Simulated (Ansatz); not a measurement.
CH₄ClO₂Si, SMILES `CO[SiH]([O])Cl` radical, relaxed with UKS PBE-D4/def2-SVP in the Gaussian-basis code of Ansatz from a rough embedded geometry. The force threshold is 0.03 eV/Å; the program also tests the step.

Total charge 0; spin multiplicity 2.

Start:

```xyz
9

C    -0.066    1.106   -0.702
O     0.917    0.424    0.074
Si    0.236   -1.082    0.604
O     1.433   -2.150    0.960
Cl   -1.041   -0.785    2.229
H    -0.350    0.629   -1.580
H    -0.960    1.379   -0.049
H     0.357    2.133   -0.980
H    -0.525   -1.655   -0.555
```

By how much does the energy fall, and how many steps does the optimiser take? (An estimate is asked.)

The calculation gave: 38.88 kJ/mol, in 12 steps, 1 of them rejected.

Which bonds change most? (Estimate.)

The calculation gave: C1–H6 from 1.039 to 1.114 Å; O2–Si3 from 1.736 to 1.665 Å; C1–H8 from 1.144 to 1.110 Å; C1–H7 from 1.140 to 1.112 Å.

Give the relaxed structure. (Estimate.)

The calculation gave: 
```xyz
9

C    -0.079    1.258   -0.725
O     0.478    0.472    0.313
Si    0.190   -1.143    0.599
O     1.581   -1.895    1.085
Cl   -0.941   -1.451    2.323
H    -0.585    0.645   -1.506
H    -0.824    1.968   -0.303
H     0.726    1.851   -1.206
H    -0.546   -1.704   -0.579
```
